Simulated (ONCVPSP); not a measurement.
# molybdenum (Mo), ONCV: configuration errors across variants

ONCVPSP 4.0.1 input, shortened (lines: element, Z, core and valence counts, functional; n l f; lmax; l rc ep ncon nbas qcut; lloc lpopt rc5 dvloc0; l nproj debl; icmod fcfact rcfact), PBEsol, scalar-relativistic:

```
  Mo 42.00    6    3  -116133      upf
    1    0    2.00
    2    0    2.00
    2    1    6.00
    3    0    2.00
    3    1    6.00
    3    2   10.00
    4    0    2.00
    4    1    6.00
    4    2    5.00
    2
    0    1.75    0.00    4    8    5.80
    1    1.25    0.00    4    8    6.10
    2    1.85    0.00    3    8    7.00
    4    3    0.90    0.00
    0    2    0.60
    1    2    2.40
    2    3    0.70
    3    4.75    1.60
```

In the s channel the program set the typed energies aside and used -2.611, 0.250 Ha.

All-electron excitation energies from the reference (eV): (1) 4s2 4p6 4d5 5s1 -6.905; (2) 4s2 4p6 4d4 15.455; (3) 4s2 4p6 4d3 42.180; (4) 4s2 4p6 4d4 5s1 5p1 -3.143.

A true bound ghost makes a file unfit for plane-wave use even where its test errors are small: the radial tests pick states by their node count and pass the ghost by.

Errors AE − PS in meV (a dash: test not solved or not reliable):

```tsv
change	(1)	(2)	(3)	(4)	bound ghosts	GHOST(+) flags above zero
base	+0.9	+0.8	+7.6	+0.8	none	s, d
local potential polynomial inside 0.90 bohr (lpopt 3, dvloc0 -2.5 Ha)	+1.1	+0.6	+7.3	+0.9	none	s, d
local potential polynomial inside 0.90 bohr (lpopt 3, dvloc0 -1 Ha)	+1.0	+0.7	+7.5	+0.8	none	s, d
local potential polynomial inside 0.90 bohr (lpopt 3, dvloc0 1 Ha)	+0.8	+0.9	+7.9	+0.8	d	s
local potential polynomial inside 0.90 bohr (lpopt 3, dvloc0 4 Ha)	+0.7	+3.7	+15	+2.9	d	s
local potential polynomial inside 0.90 bohr (lpopt 3, dvloc0 6.5 Ha)	+0.6	-0.3	+4.8	-0.4	none	d
local potential polynomial inside 0.90 bohr (lpopt 3, dvloc0 7 Ha)	+0.5	-0.2	+5.1	-0.4	none	none
local potential polynomial inside 0.90 bohr (lpopt 3, dvloc0 9 Ha)	+0.5	+0.1	+5.8	-0.2	none	s
```

**Question.** Give the same row for: local potential polynomial inside 0.90 bohr (lpopt 3, dvloc0 2.5 Ha).

**Answer.** +0.8, +1.2, +8.7, +1.0; bound ghosts: d; GHOST(+) flags above zero: s.
